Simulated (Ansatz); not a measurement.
**Energy profile**

The step: Si₂H₃ClF₂ ([F][Si]([F])([SiH3])[Cl]) + H₂O + HF → SiClF₃ ([F][Si]([F])([F])[Cl]) + SiH₄ + H₂O; bonds formed: Si1–F7, Si2–H8, H6–O9; bonds broken: Si1–Si2, H6–F7, H8–O9 (atoms numbered as in the saddle structure below).

Si1  (-0.453, 0.985, -0.619)
Si2  (-0.822, -0.710, 1.186)
F3  (0.350, 0.698, -1.992)
F4  (-1.042, 2.454, -0.482)
Cl5  (-2.302, 0.151, -1.298)
H6  (2.033, 0.084, -0.121)
F7  (0.972, 1.435, 0.190)
H8  (0.697, -0.763, -0.027)
O9  (1.823, -0.858, -0.348)
H10  (-1.675, 0.356, 1.777)
H11  (0.223, -1.033, 2.205)
H12  (-1.601, -1.919, 0.848)
H13  (1.796, -0.880, -1.320)
(Å)

Electronic energies by CCSD(T) at an estimated basis limit (MP2 extrapolated from triple and quadruple zeta, plus CCSD(T) − MP2 in triple zeta), on PBE0-D4/def2-TZVP structures; Si$_{2}$H$_{6}$ClOF$_{3}$, closed shell; no counterpoise correction. Computed with Ansatz 0.2.0 (basis: def2-TZVPP and def2-QZVPP); correlated methods freeze the cores. Extrapolation: Hartree–Fock as exp(−7.88 √X), correlation as X^−2.97.

Task: Give the profile in eV, counted from the separated reactants. (To be estimated.)

Result: Computed:
```
                                                                                                                                                                           point      eV
separated: Si$_{2}$H$_{3}$ClF$_{2}$ (linked as [F][Si]([F])([SiH3])[Cl]; Si1, Si2, F3, F4, Cl5, H10, H11, H12; singlet) + HF (H6, F7; singlet) + H$_{2}$O (H8, O9, H13; singlet)   0.000
                                                                                                                                                                 start structure  -0.643
                                                                                                                                                                          saddle   1.098
                                                                                                                                                                   end structure  -1.768
```

No T1 diagnostic of these runs exceeds 0.013.

For scale, one of the runs: CCSD(T)/def2-TZVPP, 334 basis functions, launched by `ansatz run in.yaml --threads 4 --pin off --events-out ev --progress --plain --max-ram 66560MiB --backend cuda --devices 0, --max-vram 37GiB`. Time: 11 s of wall clock on 4 CPU threads of an AMD EPYC 7R13 and a share of one NVIDIA H100; the host was shared. Peak host memory: 0.84 GiB.
